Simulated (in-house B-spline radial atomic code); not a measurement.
A calculation on Tm: its settings, and results tabulated from the run. Computed with a radial B-spline atomic code at the basis-set limit: Dirac-Kohn-Sham CAM-B3LYP, spherical fractional occupations, Fermi nucleus of rms radius 5.2256 fm.

Command:
```bash
python run_scf.py task.json out
```
Settings (nuclear radius in fm, mass in u):
```
Z                69
configuration    [Xe] 4f13 6s2
hamiltonian      dirac
method           camb3lyp
spin_polarised   False
nucleus          fermi
rms_radius       5.2256
atomic_mass      168.93422
speed_of_light   137.035999084
```

Output (hartree, bohr):
```
 radial grid: 77 intervals, B-splines of order 8, outer radius 50 bohr

 iter        energy (Eh)    residual
    1      -13579.977160    5.74e-01
    2      -13479.973631    9.44e-01
    3      -13551.444250    1.02e+00
    4      -13579.470753    2.83e-01
    5      -13578.111515    3.72e-01
    6      -13481.850729    8.99e-01
    7      -13580.962827    4.14e-02
    8      -13581.051254    7.78e-03
    9      -13581.056854    1.08e-03
   10      -13581.056950    2.47e-04
   11      -13581.056956    5.35e-05
   12      -13581.056956    1.45e-05
   13      -13581.056956    8.42e-07
   14      -13581.056956    9.61e-08

 total energy                    -13581.05696
 kinetic                           15033.7192
 electron-nucleus                 -33661.6709
 Hartree                            5334.1795
 exact exchange                      -58.8241
 exchange-correlation               -228.4607

 first-order corrections (not in the total)
   Gaunt                            15.0644
   retardation                      -1.5921
   frequency dependence             -0.2301
   self-energy                      10.7476
   Uehling                          -1.8707
   Wichmann-Kroll                    0.0667
   recoil                            0.0278

 orbital      occ     eigenvalue          <r>       <r^2>       <1/r>     <1/r^3>       r_max    small
 1s1/2      2.000     -2179.7651    0.0200119  0.00054855     79.0685           -     0.01261  6.68e-02
 2s1/2      2.000      -368.5599    0.0842891  0.00845473     19.0572           -     0.07206  1.50e-02
 2p1/2      2.000      -351.1928    0.0700873  0.00609103     19.0248           -     0.05404  1.50e-02
 2p3/2      4.000      -315.1451     0.077468  0.00730558     16.4196     12918.6     0.06035  1.38e-02
 3s1/2      2.000       -83.2778     0.220403   0.0556606     6.98265           -      0.2034  4.85e-03
 3p1/2      2.000       -75.6288      0.21022   0.0514538     6.89704           -      0.1911  4.79e-03
 3p3/2      4.000       -67.9915     0.224047   0.0582321     6.23057     4641.87      0.2043  4.43e-03
 3d3/2      4.000       -54.9586     0.197278   0.0457601     6.11432     480.265      0.1611  4.31e-03
 3d5/2      6.000       -53.2926     0.201562   0.0476359     5.95231     418.146      0.1647  4.21e-03
 4s1/2      2.000       -16.6578     0.497864      0.2801     2.91685           -      0.4647  1.56e-03
 4p1/2      2.000       -13.5711     0.506446    0.292253     2.80674           -      0.4666  1.47e-03
 4p3/2      4.000       -11.8422      0.53809    0.329685      2.5776     730.418      0.4944  1.34e-03
 4d3/2      4.000        -6.7573     0.565623    0.371908     2.35356     92.7239      0.4963  1.15e-03
 4d5/2      6.000        -6.4410     0.577007    0.386925      2.2965     79.2143      0.5054  1.12e-03
 5s1/2      2.000        -2.1270      1.23749     1.72846     1.07741           -       1.095  3.06e-04
 5p1/2      2.000        -1.2631      1.39884     2.23524    0.943504           -       1.195  2.39e-04
 5p3/2      4.000        -1.0486      1.51688      2.6342    0.859984     75.2132       1.284  2.04e-04
 4f5/2      5.571        -0.2638     0.790247    0.860379     1.70937     11.7768      0.4939  6.75e-04
 4f7/2      7.429        -0.2178     0.813008    0.924693     1.67611     11.1711      0.4995  6.55e-04
 6s1/2      2.000        -0.1943      3.99235     18.2506    0.314944           -       3.308  2.76e-05

 Slater integrals (Eh)
   F0(4f5/2,4f5/2)               1.202295
   F2(4f5/2,4f5/2)               0.555881
   F4(4f5/2,4f5/2)               0.345989
   F0(4f5/2,4f7/2)               1.188148
   F2(4f5/2,4f7/2)               0.548134
   F4(4f5/2,4f7/2)               0.340957
   G2(4f5/2,4f7/2)               0.546606
   G4(4f5/2,4f7/2)               0.340056
   G6(4f5/2,4f7/2)               0.243867
   F0(4f5/2,6s1/2)               0.298130
   G3(4f5/2,6s1/2)               0.008968
   F0(4f7/2,4f7/2)               1.174335
   F2(4f7/2,4f7/2)               0.540692
   F4(4f7/2,4f7/2)               0.336141
   F6(4f7/2,4f7/2)               0.240997
   F0(4f7/2,6s1/2)               0.297736
   G3(4f7/2,6s1/2)               0.009496
   F0(6s1/2,6s1/2)               0.226357
```

Time taken, with all properties: 16 s on 1 thread of Arm Neoverse V2, with other jobs on the host.

For the Dirac Hamiltonian the kinetic term is c α·p + (β - 1)c².

Caution: exact exchange at fractional occupations of open shells leaves self-interaction of up to several eV.
